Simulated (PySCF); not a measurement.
Se(Me)(SeH) (CH4Se2), SMILES C[Se][SeH]. Atoms are numbered in the order given.

```xyz
7

Se     0.3513     0.7460     0.6399
C      2.1145     0.4774    -0.1940
H      2.7851     1.2190     0.2664
H      2.0518     0.6537    -1.2750
H      2.4837    -0.5352     0.0123
Se    -0.9204    -0.8113    -0.5847
H     -0.6595    -1.9830     0.2851
```

Coordinates come from a B3LYP-D3(BJ)/def2-SVP optimisation. Other conformers were not sampled.

These are PySCF with PBE/def2-TZVPD values and carry that method's errors.

Computed frontier levels, gap, dipole moment and polarisability:
```yaml
highest_occupied_level: -5.57 eV
lowest_empty_level: -2.44 eV
orbital_gap: 3.13 eV
dipole_moment: 1.51 D
quadrupole, principal values (traceless, Buckingham form, about the centre of nuclear charge): -3.17, -1.14, 4.31 D·Å
mean_static_polarisability: 76.2 bohr³ (11.29 Å³)
polarisability_principal_values: 61.1, 70.5, 96.9 bohr³
```
